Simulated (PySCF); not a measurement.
Simulation results for AlBGeH$_{5}$

Calculation on a computer-drawn molecule: optimised geometry and harmonic frequencies of an isolated molecule of the commonest isotopes, restricted reference for singlets and unrestricted otherwise, frozen core in MP2; on germanium a core potential holds 10 electrons, which the energies leave out, and 3d is frozen in MP2 and coupled-cluster steps. Program: PySCF 2.14.0.

```yaml
- formula: AlBGeH5
  start_structure:
    atoms_angstrom:
      - [B, 1.828, -0.7136, 1.2731]
      - [Ge, 0.7756, -1.2041, -0.2975]
      - [Al, 0.7019, -2.3109, -2.5077]
      - [H, 2.3666, -1.2668, 2.1608]
      - [H, 0.5019, 0.0267, -1.2097]
      - [H, -0.6198, -1.4088, 0.2253]
      - [H, 0.2879, -1.3572, -3.6311]
      - [H, 1.0125, -3.7981, -2.8305]
  given:
    charge: 0
    multiplicity: 2
    method: HF
    basis: "cc-pV(D+d)Z"
    basis_and_core_potential_on_germanium: "cc-pVDZ-PP ECP10MDF"
    drawn_bonds_atom: [1, 2, 1, 2, 2, 3, 3]
    drawn_bonds_other_atom: [2, 3, 4, 5, 6, 7, 8]
    drawn_bonds_order: [1, 1, 1, 1, 1, 1, 1]
  results:
    optimised_atom_element: [B, Ge, Al, H, H, H, H, H]
    "optimised_atom_x [angstrom]": [2.06, 0.5192, 0.7614, 2.212, 0.5062, -0.8576, -0.07599, 1.729]
    "optimised_atom_y [angstrom]": [-1.11, -0.7927, -2.301, -1.883, 0.6734, -1.055, -2.012, -3.552]
    "optimised_atom_z [angstrom]": [0.9203, -0.4104, -2.412, 1.821, -0.8742, 0.2376, -3.721, -2.379]
    "modes_frequency [cm^-1]": [34.2, 109.3, 229.5, 319.3, 377.9, 442.7, 516.0, 581.2, 625.9, 688.5, 759.6, 838.8, 955.3, 1979, 1984, 2144, 2184, 2752]
    "modes_reduced_mass [dalton]": [1.058, 3.612, 1.213, 10.4, 1.086, 1.187, 1.037, 3.357, 1.275, 1.196, 1.164, 1.063, 1.022, 1.031, 1.053, 1.021, 1.018, 1.095]
    "rotational_constants [GHz]": [11.03, 2.879, 2.366]
    "total_energy [hartree]": -562.7964
    spin_squared: 0.7571
    "convergence_status_largest_gradient_component [hartree/bohr]": 1.004e-05
```
